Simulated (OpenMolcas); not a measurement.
**Tb3+: CASPT2 settings compared**

```yaml
Program: OpenMolcas
Basis: ANO-RCC-VDZ [7s6p4d2f]
Scalar_Hamiltonian: DKH2, point nucleus
Active_space: 8 electrons in 7 orbitals (4f)
State_averaging: 2S+1 = 7 even, 7 roots; 2S+1 = 5 even, 5 roots kept (CI in the orbitals of an earlier block, 0 in the spin-orbit step)
Spin-orbit_coupling: RASSI with atomic mean-field integrals over the reference wave functions, term energies averaged over their components
```

Methods on the same reference wave functions:
A. CASSCF
B. SS-CASPT2, IPEA 0.15 Eh, no level shift (closed shells correlated: 4d 5s 5p)
C. SS-CASPT2, IPEA 0.2 Eh, sigma2 regulariser 0.3 Eh (closed shells correlated: none)
D. XMS-CASPT2, IPEA 0 Eh, real shift 0.5 Eh (closed shells correlated: 5s 5p)

Energies in cm-1 above 4f8 7F6, the measured ground level; measured values from Martin, Zalubas and Hagan, Atomic Energy Levels: The Rare-Earth Elements, NSRDS-NBS 60 (1978).

```
  Level     A     B     C     D  Measured
4f8 7F6   0.0   0.0   0.0   0.0       0.0
4f8 7F5  1807  1807  1807  1807      2052
4f8 7F4  3313  3310  3310  3310      3314
4f8 7F3  4517  4520  4520  4520      4292
4f8 7F2  5421  5420  5420  5420      4978
4f8 7F1  6023  6020  6020  6020      5432
4f8 7F0  6324  6320  6320  6320      5654
```

Deviations, from unrounded energies. A percentage is the sum of absolute deviations over the sum of measured energies, with the sign that they share, or ± where signs differ.

```json
{"Against measurement": "mean absolute deviation (cm-1)", "Levels": "6", "A": "360", "B": "360", "C": "360", "D": "360"}
{"Against measurement": "fine structure of the ground term (%)", "Levels": "6", "A": "±8.5", "B": "±8.5", "C": "±8.5", "D": "±8.5"}
```

A, B, C, D lie about equally close to measurement. The largest miss of B in the table is 4f8 7F0, by +670 cm-1. The ranking rests on the paired levels alone, and a cruder setting can come out closer through cancelling errors.

Among B to D no level of the table moves by more than 5 cm-1.

The two smallest mean deviations differ by little beside CASPT2's spread within terms, so their order carries little weight.

The lowest spin-free term lies below A's lowest term by 0.538 hartree in B, 0.107 hartree in C, 0.341 hartree in D.

Term energies are means over components that CASPT2 splits; among the terms shown or strongly mixed into the levels shown the widest spread is 52 cm-1 (4f8 7F, B). High states are left out of the spin-orbit mixing, which shifts the levels that they would mix with. The basis is small and was not contracted for so high a charge. Without dynamic correlation excited terms often stand tens of per cent too high (terms of higher spin than the ground term too low), and those without a measured partner can miss by more than the paired ones (holds for A). Measured partners are found by configuration, term and J. A level has none where our copy of the source lacks it or the pairing is in doubt (some pairs that miss far off the trend of their configuration count as doubtful), and it then counts in no deviation. Levels of configurations outside the active space are missing.
